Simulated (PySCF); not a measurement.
C₄H₇NSi, SMILES C/C(C#N)=C/[SiH3].

Geometry: PBE-D3(BJ)/def2-SVP. The geometry has at least one imaginary mode, so it is a saddle point at that level. The structure was generated by enumeration; whether it is a known compound was not checked.

Computed with PBE-D3(BJ)/def2-SVP run with PySCF 2.14.0.

Frequencies are harmonic and unscaled.

Computed normal modes with their intensities:
| mode | ν (cm⁻¹) | IR (km/mol) | moving atoms (share of kinetic energy) |
|---|---|---|---|
| 1 | 43i | 0.1 | H 96 % |
| 2 | 104 | 3.7 | N 52 %, Si 30 %, C 11 %, H 8 % |
| 3 | 143 | 1.3 | H 70 %, C 23 % |
| 4 | 184 | 0.0 | H 58 %, C 38 % |
| 5 | 228 | 0.6 | C 58 %, H 23 %, N 16 % |
| 6 | 274 | 0.2 | C 62 %, N 23 %, H 16 % |
| 7 | 350 | 0.7 | C 44 %, Si 27 %, H 21 % |
| 8 | 565 | 14.7 | H 48 %, C 42 % |
| 9 | 572 | 16.8 | H 50 %, C 44 % |
| 10 | 589 | 21.6 | C 58 %, H 24 %, Si 13 % |
| 11 | 645 | 9.5 | H 50 %, C 42 % |
| 12 | 742 | 22.6 | C 55 %, H 27 %, N 10 % |
| 13 | 807 | 7.2 | C 55 %, H 28 %, N 11 % |
| 14 | 815 | 22.9 | H 77 %, C 23 % |
| 15 | 883 | 223.1 | H 91 %, Si 8 % |
| 16 | 905 | 29.9 | H 97 % |
| 17 | 907 | 38.0 | H 97 % |
| 18 | 988 | 1.9 | H 62 %, C 37 % |
| 19 | 1011 | 4.8 | H 63 %, C 37 % |
| 20 | 1116 | 8.4 | H 51 %, C 46 % |
| 21 | 1275 | 2.4 | C 53 %, H 44 % |
| 22 | 1338 | 4.2 | H 73 %, C 27 % |
| 23 | 1393 | 8.6 | H 97 % |
| 24 | 1401 | 17.3 | H 94 % |
| 25 | 1607 | 30.3 | C 96 % |
| 26 | 2168 | 51.0 | H 99 % |
| 27 | 2175 | 77.8 | H 96 % |
| 28 | 2183 | 97.0 | H 96 % |
| 29 | 2258 | 4.7 | C 62 %, N 38 % |
| 30 | 2973 | 6.3 | H 97 % |
| 31 | 3051 | 2.8 | H 91 %, C 9 % |
| 32 | 3080 | 2.6 | H 92 %, C 8 % |
| 33 | 3091 | 4.0 | H 90 %, C 10 % |
